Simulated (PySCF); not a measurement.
# Radial density of Mn²⁰⁺ (manganese, charge +20)

PBEsol, [He] 2s2 2p1, 2P determinant. Computed with PySCF 2.14 in an even-tempered Gaussian basis (20 s from 3.8 bohr⁻², ratio 2.2; 11 p from 4.9 bohr⁻², ratio 2.2; 6 d from 22 bohr⁻², ratio 2.4; 5 f from 32 bohr⁻², ratio 2.4; 4 g from 49 bohr⁻², ratio 2.4), with the spin-free X2C one-electron Hamiltonian (Gaussian nucleus).

| r (bohr) | 4πr²ρ (e/bohr) | 4πr²(ρα − ρβ) |
| --- | --- | --- |
| 0.00104 | 0.1923 | 0.0000 |
| 0.00175 | 0.4943 | 0.0000 |
| 0.00294 | 1.243 | -0.0001 |
| 0.00494 | 3.014 | -0.0001 |
| 0.00831 | 6.862 | 0.0007 |
| 0.0140 | 14.00 | 0.0076 |
| 0.0235 | 23.68 | 0.0526 |
| 0.0396 | 29.03 | 0.2854 |
| 0.0665 | 21.08 | 1.1785 |
| 0.112 | 10.57 | 3.1968 |
| 0.188 | 12.86 | 4.3594 |
| 0.317 | 7.412 | 1.8674 |
| 0.533 | 0.5345 | 0.1171 |
| 0.896 | 0.001339 | 0.0003 |

Densities and radii are taken from the X2C orbitals without a picture-change correction, which distorts them close to the nucleus.
